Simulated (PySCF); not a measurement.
All values below come from TPSSh-D3(BJ)/def2-TZVP // TPSS-D3(BJ)/def2-SVP (PySCF). All species are isolated molecules in the gas phase. One relaxed conformer stands for a flexible species; it need not be the lowest. 

Reference species: [Zn(NH2)(Br)] (neutral, multiplicity 1).

```yaml
coordination_number: 2
mean_distance_from_the_central_atom_to_its_bonded_neighbours: 2.039 Å
charge on the central atom (meta-Löwdin): 1.15 e
```

After one change: the coordination number hardly moves; the mean distance from the central atom to its bonded neighbours drops by 0.209 Å; the charge on the central atom (meta-Löwdin) drops by 0.03 e.

Task: Name the change that produced these shifts. The new species is one of these.
(A) [Zn(NH2)(OH)]
(B) [Zn(NH2)(SH)]
(C) [Zn(NH2)2]
(D) [Zn(NH2)(OCH3)]

Result: C, [Zn(NH2)2]
